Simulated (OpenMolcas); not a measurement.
**Al I: from RASSCF to RASPT2**

```json
{
  "Program": "OpenMolcas",
  "Basis": "ANO-R3 [6s5p4d2f1g]",
  "Scalar Hamiltonian": "X2C, finite nucleus",
  "Active space": "1 electron in 9 orbitals (RAS2 3p; RAS3 3d 4s, at most 1 electron)",
  "State averaging": "2S+1 = 2 odd, 3 roots; 2S+1 = 2 even, 1 root",
  "Spin-orbit coupling": "RASSI with atomic mean-field integrals over the reference wave functions, term energies averaged over their components"
}
```

Methods on the same reference wave functions:
A. RASSCF
B. SS-RASPT2, IPEA 0.25 Eh, imaginary shift 0.1 Eh (closed shells correlated: 2s 2p 3s)

Energies in cm⁻¹ above 3s² 3p ²P°_1/2, the measured ground level; measured values from NIST Handbook of Basic Atomic Spectroscopic Data.

| Level | A | B | Measured |
| --- | --- | --- | --- |
| 3s² 3p ²P°_1/2 | 0.0 | 0.0 | 0.0 |
| 3s² 3p ²P°_3/2 | 93.1 | 93.1 | 112 |
| 3s² 4s ²S_1/2 | 24064 | 25143 | 25348 |

Deviations, from unrounded energies. A percentage is the sum of absolute deviations over the sum of measured energies, with the sign that they share, or ± where signs differ.

```json
{"Against measurement": "mean absolute deviation (cm-1)", "Levels": "2", "A": "650", "B": "110"}
{"Against measurement": "fine structure of the ground term (%)", "Levels": "1", "A": "-16.9", "B": "-16.9"}
{"Against measurement": "other configurations (%)", "Levels": "1", "A": "-5.1", "B": "-0.8"}
```

B lies closest to measurement on these levels. The largest miss of B in the table is 3s² 4s ²S_1/2, by -210 cm-1. The ranking rests on the paired levels alone, and a cruder setting can come out closer through cancelling errors.

The lowest spin-free term lies below A's lowest term by 0.311 hartree in B.

ANO sets are built for valence states and can reach diffuse excited orbitals poorly, and with the s shell closed the s pⁿ⁺¹ terms that mix with these levels are absent. No level of 3s² 3d was computed, though it lies in the active space. With one active electron the reference holds no correlation, so core polarisation is missing (holds for A). With one active electron, CASPT2 adds the correlation within the correlated inactive shells and between them and that electron, and leaves the splitting within a term as the reference gives it (holds for B). Measured partners are found by configuration, term and J. A level has none where our copy of the source lacks it or the pairing is in doubt (some pairs that miss far off the trend of their configuration count as doubtful), and it then counts in no deviation. Levels of configurations outside the active space are missing.

° marks odd parity.
